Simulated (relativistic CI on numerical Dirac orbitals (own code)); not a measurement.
# One change at a time: Mg4+

Base calculation: Dirac-Coulomb-Breit CI, orbitals from a KLI potential per configuration, QED by a radiative potential, valence Slater integrals scaled by 0.85, P86 correlation energy added to each configuration.

Configuration list (outside the closed core 1s2): 2s²2p⁴, 2s2p⁵, 2p⁶, 2s²2p³3s, 2s²2p³3p, 2s²2p³3d, 2p⁵3s, 2s²2p³4s, 2s2p⁴3s, 2p⁵3p, 2s²2p³4p, 2s²2p³4d, 2s²2p³4f, 2p⁵3d, 2s2p⁴3p, 2s²2p²3s². Levels of other configurations are missing.

The lowest level and the first level of each name with at least 55 % of one term (blank where a level has no safe partner in the second run):

| Level | Base (cm⁻¹) | Shift (cm⁻¹) |
| --- | --- | --- |
| 2s²2p⁴ ³P2 | 0 | 0 |
| 2s²2p⁴ ³P1 | 1772 | +5 |
| 2s²2p⁴ ³P0 | 2496 | -4 |
| 2s²2p⁴ ¹D2 | 33073 | -3692 |
| 2s²2p⁴ ¹S0 | 66380 | -6088 |
| 2s2p⁵ ³P°2 | 293031 | +1971 |
| 2s2p⁵ ³P°1 | 294636 | +1970 |
| 2s2p⁵ ³P°0 | 295507 | +1971 |
| 2s2p⁵ ¹P°1 | 399660 | -10188 |
| 2s²2p³3s ⁵S°2 | 672589 | +5076 |
| 2s²2p³3s ³S°1 | 687488 | +3219 |
| 2p⁶ ¹S0 | 699115 | -4830 |
| 2s²2p³3s ³D°2 | 726038 | -1272 |
| 2s²2p³3s ³D°3 | 726039 | -1264 |
| 2s²2p³3s ³D°1 | 726059 | -1276 |
| 2s²2p³3s ¹D°2 | 733449 | -2194 |
| 2s²2p³3p ⁵P1 | 737214 | +5061 |
| 2s²2p³3p ⁵P2 | 737330 | +5061 |
| 2s²2p³3p ⁵P3 | 737529 | +5063 |
| 2s²2p³3s ³P°0 | 749221 | -2898 |
| 2s²2p³3s ³P°1 | 749268 | -2889 |
| 2s²2p³3s ³P°2 | 749399 | -2871 |

At this charge configurations can still be misplaced by up to about 7 % of their energy. 55 of the 61 excited levels that our extract of the measured tables holds in this range could be paired (the sources list more); they are missed by 4939 cm⁻¹ on average and 36145 at most, and levels without a partner can miss by more.

**Question.** One thing was changed in a second run, which moved the levels as shown. Which?
A. Slater integrals left unscaled
B. QED terms removed
C. one mean potential for all configurations
D. valence Slater integrals scaled by 0.75
E. configuration mixing switched off
F. Breit term removed

**Answer.** D. Valence Slater integrals scaled by 0.75. Scaling acts on the splittings between terms and on the mixing, and leaves the fine structure of pure LS terms nearly alone; in jj coupling it moves the levels of one term differently.
